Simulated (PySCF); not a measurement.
C3H9GaO.
Atom-mapped SMILES: `[CH3:1][CH:2]([CH3:3])[O:4][GaH2:5]`

A calculation gives these core lines: C 1s: 290.50 (area 2), 291.86 (area 1) eV; O 1s: 536.93 eV.

Computed, not measured: delta-SCF UKS SCAN, pcX-2 on the ionised atom, pcseg-1 elsewhere, spin-free X2C in PySCF 2.14.0. The structure is a single PBE0-D3(BJ)/def2-SVP conformer in the gas phase; no vibrational or solvent corrections.

Task: Order the carbon atoms by C 1s binding energy.

Result: 290.50 eV: C1/C3 (methyl carbon); 291.86 eV: C2 (sp3 carbon bound to oxygen). The listed C 1s values span 1.36 eV, from C1/C3 (bonded to C and 3 H) to C2 (bonded to O, 2 C and H).

Bonded neighbours of each site: C1/C3: C and 3 H; C2: O, 2 C and H; O4: C and Ga.

Task: Which photon wavelength matches the O 1s of O4 threshold?

Result: λ = hc/E = 12398.42 eV Å / 536.93 eV = 23.091 Å.

The first atom of each set that the bonding makes equivalent was ionised and stands for the set. No level of gallium is listed.

The values belong to the conformer `[CH3:1][CH:2]([CH3:3])[O:4][GaH2:5]`: C1–C2–O4–Ga5 -63°.
